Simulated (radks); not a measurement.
Results of a calculation; reference values are marked as such.
Problem. These are the eigenvalues of the occupied orbitals of an atom or ion with whole-number occupations (hartree). Code: a radial shooting solver on a logarithmic mesh with Libxc functionals. Model: Dirac Kohn-Sham, BLYP, spin-unpolarised, spherical densities, finite nucleus; Fermi nuclear charge, rms radius of each element as measured or else 0.836 A^(1/3) + 0.57 fm.

| orbital | eigenvalue |
|---|---|
| 1s1/2 | -257.5506 |
| 2s1/2 | -30.42885 |
| 2p1/2 | -26.28879 |
| 2p3/2 | -25.82958 |
| 3s1/2 | -3.75921 |
| 3p1/2 | -2.55252 |
| 3p3/2 | -2.49565 |
| 3d3/2 | -0.58807 |
| 3d5/2 | -0.58239 |
| 4s1/2 | -0.45607 |

Which element is it, and in what charge state? The configuration may be excited. Open shells, if any, are shared by 2j + 1.

Solution. Z = 26, iron, charge +1: Fe+ in [Ar] 3d6 4s1. The list shows which subshells hold electrons but not how many an open one holds; the 1s level, -257.55 hartree, gives Z - s = 22.7 by -(Z - s)^2/2, which with screening and relativity narrows Z to a few neighbours, and the depths of the outer levels then fix element, charge and occupations together.
